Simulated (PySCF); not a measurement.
B2H4OSi, BFH2Si, CH5BOSi, BH5OSi2 and others (calculated)

Computed with PySCF 2.14.0. Calculation on a computer-drawn molecule: the log of a Hartree-Fock and frozen-core CCSD(T) single point meant for a local Hartree-Fock minimum, with one planted fault or none, to be diagnosed. Offsets are logged minus clean, where the clean run is the same molecule without the fault. The reference is restricted for singlets and unrestricted otherwise, and also for a bond in bohr or an excited solution. Adding or removing an electron swaps singlet and doublet. The excited solution moves the top pair (singlet) or top alpha electron (doublet) to the lowest empty orbital. Highest occupied and lowest empty are orbital energies over both spins, largest force is the largest gradient component, triples share is (T) over the correlation energy, the T1 limit is 0.02 restricted and 0.045 unrestricted, electrons count all cores, a negative frequency is imaginary (commonest isotopes), and the dipole is about the centre of nuclear charge.

Common to all runs: meant charge 0; meant multiplicity 1; logged SCF converged yes; possible faults no fault, one electron removed, one electron added, multiplicity raised by two, geometry at a saddle point, SCF held on an excited solution, minimal basis STO-3G, one bond length entered in bohr, all coordinates scaled.

(1) 
```xyz
8
formula=B2H4OSi meant_basis=cc-pV(D+d)Z logged_electrons=36 logged_basis_functions=28 logged_spin_squared=0 logged_highest_occupied=-5.6604 logged_lowest_empty=6.0047 logged_largest_force=0.059636 logged_T1_diagnostic=0.024357 logged_D1_diagnostic=0.08629 logged_triples_share=0.028566 logged_CC_converged=yes logged_dipole_magnitude=1.6531 logged_SCF_stable_within_its_kind=yes logged_energy_HF=-410.46082 logged_energy_CCSD(T)=-410.6566 planted_fault=minimal_basis_STO-3G HF_energy_offset_from_clean_run=3133 CCSD(T)_energy_offset_from_clean_run=3323
B     -1.6248     1.9271    -0.4689
Si     0.2323     2.1123     0.1925
B      0.6984     0.1570    -0.1904
O      0.6399    -0.9265     0.6157
H     -1.9279     2.0785    -1.6220
H     -2.5138     1.7073     0.3146
H      1.1574    -0.0372    -1.2906
H      0.2846    -0.7765     1.4775
```

Units: logged_highest_occupied, logged_lowest_empty in eV; logged_largest_force in hartree/bohr; logged_dipole_magnitude in debye; logged_energy_HF, logged_energy_CCSD(T) in hartree; HF_energy_offset_from_clean_run, CCSD(T)_energy_offset_from_clean_run in kcal/mol.

Drawn bonds:
```tsv
atom	other atom	order
1	2	1
2	3	1
3	4	1
1	5	1
1	6	1
3	7	1
4	8	1
```

Notes: T1 above single-reference limit.

(2) 
```xyz
5
formula=BFH2Si meant_basis=cc-pV(D+d)Z logged_electrons=30 logged_basis_functions=61 logged_spin_squared=1.109 logged_highest_occupied=-8.3579 logged_lowest_empty=0.3144 logged_largest_force=0.017431 logged_T1_diagnostic=0.058175 logged_D1_diagnostic=0.2254 logged_triples_share=0.021795 logged_CC_converged=yes logged_dipole_magnitude=0.4306 logged_SCF_stable_within_its_kind=yes logged_energy_HF=-414.06133 logged_energy_CCSD(T)=-414.41013 planted_fault=one_bond_length_entered_in_bohr,row_2_of_the_drawn_bonds HF_energy_offset_from_clean_run=80.62 CCSD(T)_energy_offset_from_clean_run=105
B      0.8198     0.5759     0.4754
Si     1.6456     2.4719     0.5192
F      2.4145     2.5398    -2.4877
H     -0.3495     0.4006     0.2514
H      1.4785    -0.4061     0.6991
```

Units: logged_highest_occupied, logged_lowest_empty in eV; logged_largest_force in hartree/bohr; logged_dipole_magnitude in debye; logged_energy_HF, logged_energy_CCSD(T) in hartree; HF_energy_offset_from_clean_run, CCSD(T)_energy_offset_from_clean_run in kcal/mol.

Drawn bonds:
```tsv
atom	other atom	order
1	2	1
2	3	1
1	4	1
1	5	1
```

Notes: T1 above single-reference limit.

(3) 
```xyz
9
formula=CH5BOSi meant_basis=cc-pV(D+d)Z logged_electrons=38 logged_basis_functions=90 logged_spin_squared=0 logged_highest_occupied=-8.1232 logged_lowest_empty=1.5886 logged_largest_force=5.763e-06 logged_lowest_frequency=123.07 logged_T1_diagnostic=0.016453 logged_D1_diagnostic=0.058114 logged_triples_share=0.027231 logged_CC_converged=yes logged_dipole_magnitude=0.87951 logged_SCF_stable_within_its_kind=yes logged_energy_HF=-429.20984 logged_energy_CCSD(T)=-429.76437 planted_fault=no_fault HF_energy_offset_from_clean_run=0 CCSD(T)_energy_offset_from_clean_run=0
B      0.1545     2.4305     1.2911
Si    -0.2091     0.4063     1.3997
O      0.6786     0.0691     0.0360
C      0.8848    -1.2006    -0.5284
H      1.1018     2.9359     1.8367
H     -0.5737     3.1751     0.6862
H      0.5034    -1.2082    -1.5502
H      0.3799    -1.9842     0.0442
H      1.9538    -1.4152    -0.5547
```

Units: logged_highest_occupied, logged_lowest_empty in eV; logged_largest_force in hartree/bohr; logged_lowest_frequency in cm⁻¹; logged_dipole_magnitude in debye; logged_energy_HF, logged_energy_CCSD(T) in hartree; HF_energy_offset_from_clean_run, CCSD(T)_energy_offset_from_clean_run in kcal/mol.

Drawn bonds:
```tsv
atom	other atom	order
1	2	1
2	3	1
3	4	1
1	5	1
1	6	1
4	7	1
4	8	1
4	9	1
```

(4) 
```xyz
9
formula=BH5OSi2 meant_basis=cc-pV(D+d)Z logged_electrons=46 logged_basis_functions=99 logged_spin_squared=0 logged_highest_occupied=-6.024 logged_lowest_empty=-2.0572 logged_largest_force=0.066303 logged_CC_converged=no logged_dipole_magnitude=0.64261 logged_SCF_stable_within_its_kind=no logged_energy_HF=-680.10662 planted_fault=SCF_held_on_an_excited_solution HF_energy_offset_from_clean_run=114
B     -1.1996     1.6089     3.6630
Si     0.1349     0.1976     3.2454
Si     0.3202     0.8134     0.9436
O      1.6887     0.1057     0.3301
H     -2.3839     1.4230     3.5589
H     -0.8451     2.6706     4.1065
H      0.3750     2.2760     0.6920
H     -0.8939     0.2951     0.2580
H      1.9258     0.2926    -0.5664
```

Units: logged_highest_occupied, logged_lowest_empty in eV; logged_largest_force in hartree/bohr; logged_dipole_magnitude in debye; logged_energy_HF in hartree; HF_energy_offset_from_clean_run in kcal/mol.

Drawn bonds:
```tsv
atom	other atom	order
1	2	1
2	3	1
3	4	1
1	5	1
1	6	1
3	7	1
3	8	1
4	9	1
```

Notes: CCSD not converged.

(5) 
```xyz
9
formula=C2H5BO meant_basis=cc-pVDZ logged_electrons=31 logged_basis_functions=81 logged_spin_squared=0.8208 logged_highest_occupied=0.93195 logged_lowest_empty=9.3391 logged_largest_force=0.029036 logged_T1_diagnostic=0.018315 logged_D1_diagnostic=0.090747 logged_triples_share=0.028741 logged_CC_converged=yes logged_dipole_magnitude=4.0167 logged_SCF_stable_within_its_kind=yes logged_energy_HF=-178.06156 logged_energy_CCSD(T)=-178.66728 planted_fault=one_electron_added HF_energy_offset_from_clean_run=45.45 CCSD(T)_energy_offset_from_clean_run=36
C     -1.6500     0.0843    -0.3940
B     -0.3738     0.4847    -0.0387
C      1.0612     0.9671     0.3113
O      2.0460    -0.0303     0.4173
H     -2.0254     0.1959    -1.4059
H     -2.3353    -0.3615     0.3191
H      1.3370     1.7321    -0.4299
H      1.0348     1.4921     1.2689
H      1.9755    -0.6232    -0.3156
```

Units: logged_highest_occupied, logged_lowest_empty in eV; logged_largest_force in hartree/bohr; logged_dipole_magnitude in debye; logged_energy_HF, logged_energy_CCSD(T) in hartree; HF_energy_offset_from_clean_run, CCSD(T)_energy_offset_from_clean_run in kcal/mol.

Drawn bonds:
```tsv
atom	other atom	order
1	2	2
2	3	1
3	4	1
1	5	1
1	6	1
3	7	1
3	8	1
4	9	1
```

Notes: highest electron not bound in this basis.
